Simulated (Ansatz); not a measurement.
`NB(Cl)OC=S` + `CF` → `NB(Cl)CF` + `OC=S`  (formal exchange of groups at a B–O bond)

Computed with Ansatz on PBE0-D4/def2-TZVP structures; ΔE is electronic, products minus reactants. CBS: MP2 limit from def2 TZ/QZ plus the TZ coupled-cluster correction, frozen cores. This one scheme is used for every species. Functionals use def2-TZVPP. One conformer a species, not always the lowest.

| level | ΔE (kcal/mol) | difference from CCSD(T)/CBS |
| --- | --- | --- |
| PBE-D4 | 23.8 | -2.7 |
| r2SCAN-D4 | 25.7 | -0.8 |
| BHLYP-D4 | 28.2 | 1.7 |
| CAM-B3LYP-D4 | 27.1 | 0.6 |
| ωB97M-V | 25.7 | -0.8 |
| revPBE | 23.0 | -3.5 |
| r2SCANh | 25.9 | -0.6 |
| r2SCAN0 | 26.3 | -0.2 |
| CCSD/def2-TZVPP | 27.1 | 0.6 |
| SCS-MP2/def2-QZVPP | 27.5 | 1.0 |
| CCSD(T)/CBS | 26.5 | 0 |

Largest T1 diagnostic among the species: 0.018.

From BLYP to BHLYP (50 % exact exchange), in def2-TZVPP and without D4, ΔE moves by +2.6 kcal/mol. At CCSD(T), def2-SVP lies +2.5 kcal/mol from the extrapolated value and def2-TZVPP +0.4 kcal/mol. In def2-TZVPP, CCSD(T) changes the Hartree–Fock value by −2.6 kcal/mol (the triples alone add −0.1 kcal/mol) and MP2 by −1.9 kcal/mol.
